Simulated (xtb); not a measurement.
xtb input (GFN2-xTB):

```bash
xtb mol.xyz --gfn 2 --ohess tight --chrg -1 --uhf 0
```
mol.xyz:
```
6

Si    -1.03797113    -0.03256456    -0.22613160
P      1.09583210    -0.18275318    -0.76947567
H     -1.48456362     1.34157506    -0.49790168
H     -1.35630799    -0.24568615     1.21574550
H      1.26495055    -1.39304365    -0.10112287
H      1.55351473     0.52723029     0.30824285
```

End of the output:

```
   temp. (K)  partition function   enthalpy   heat capacity  entropy
                                   cal/mol     cal/K/mol   cal/K/mol   J/K/mol
 298.15  VIB   1.35                  527.296      5.642      2.365
         ROT  0.181E+05              888.752      2.981     22.466
         INT  0.245E+05             1416.048      8.623     24.831
         TR   0.485E+27             1481.254      4.968     38.328
         TOT                        2897.3022    13.5907    63.1583   264.2545

       T/K    H(0)-H(T)+PV         H(T)/Eh          T*S/Eh         G(T)/Eh
   ------------------------------------------------------------------------
    298.15    0.461715E-02    0.357962E-01    0.300086E-01    0.578759E-02
   ------------------------------------------------------------------------

         :::::::::::::::::::::::::::::::::::::::::::::::::::::
         ::                  THERMODYNAMIC                  ::
         :::::::::::::::::::::::::::::::::::::::::::::::::::::
         :: total free energy          -6.436721136092 Eh   ::
         ::.................................................::
         :: total energy               -6.442508721688 Eh   ::
         :: zero point energy           0.031179010479 Eh   ::
         :: G(RRHO) w/o ZPVE           -0.025391424883 Eh   ::
         :: G(RRHO) contrib.            0.005787585595 Eh   ::
         :::::::::::::::::::::::::::::::::::::::::::::::::::::
imag cut-off (cm-1) :    5.00
 found            1  significant imaginary frequency
 writing imag mode distorted coords to xtbhess.xyz
 for further optimization.

optimized geometry written to: xtbopt.xyz

           -------------------------------------------------
          | TOTAL ENERGY               -6.442508721688 Eh   |
          | TOTAL ENTHALPY             -6.406712566180 Eh   |
          | TOTAL FREE ENERGY          -6.436721136092 Eh   |
          | GRADIENT NORM               0.001704695109 Eh/α |
          | HOMO-LUMO GAP               2.545304266648 eV   |
           -------------------------------------------------

------------------------------------------------------------------------
------------------------------------------------------------------------
 total:
 SCF:
Note: The following floating-point exceptions are signalling: IEEE_UNDERFLOW_FLAG IEEE_DENORMAL
normal termination of xtb
 ANC optimizer:
 analytical hessian:
```

It need not be the lowest isomer of its formula. Whether it binds its extra electron was not tested at this geometry.
